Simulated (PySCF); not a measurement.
C₆ coefficients of unlike pairs at UHF

Calculated with PySCF 2.14 from the dipole response of each species, C₆(A,B) = (3/π) ∫ α_A(iu) α_B(iu) du, in atomic units, from isotropic polarisabilities. For ions this is the dispersion term alone; charge-induced terms of lower order in 1/R come first.

```json
{"species": "Rb", "configuration": "[Kr] 5s1 (2S)", "basis": "dyall-av2z (22s16p9d)", "relativity": "none", "α (bohr³)": "519.6", "C₆ (like pair)": "9451"}
{"species": "P²⁺", "configuration": "[Ne] 3s2 3p1 (2P)", "basis": "def2-QZVPPD (10s6p5d2f1g)", "relativity": "none", "α (bohr³)": "9.587", "C₆ (like pair)": "35.21"}
{"species": "Cl²⁺", "configuration": "[Ne] 3s2 3p3 (4S)", "basis": "aug-cc-pV(5+d)Z (8s7p6d4f3g2h)", "relativity": "none", "α (bohr³)": "5.983", "C₆ (like pair)": "21.28"}
{"species": "Ti²⁺", "configuration": "[Ar] 3d2 (3F)", "basis": "def2-QZVPPD (11s6p5d3f2g)", "relativity": "none", "α (bohr³)": "4.226", "C₆ (like pair)": "12.84"}
```

Q: Estimate C₆ for P²⁺ with Rb.

A: The integral gives 344.7. The combination rule 2 C_A C_B / (C_A α_B/α_A + C_B α_A/α_B) gives 319.6 and the geometric mean 576.9.

No spin-orbit coupling is included.

The other pairs:

```
      pair     C₆
 Ti²⁺, P²⁺  19.88
 Cl²⁺, P²⁺  26.76
  Ti²⁺, Rb  163.0
Ti²⁺, Cl²⁺  16.27
  Cl²⁺, Rb  228.0
```
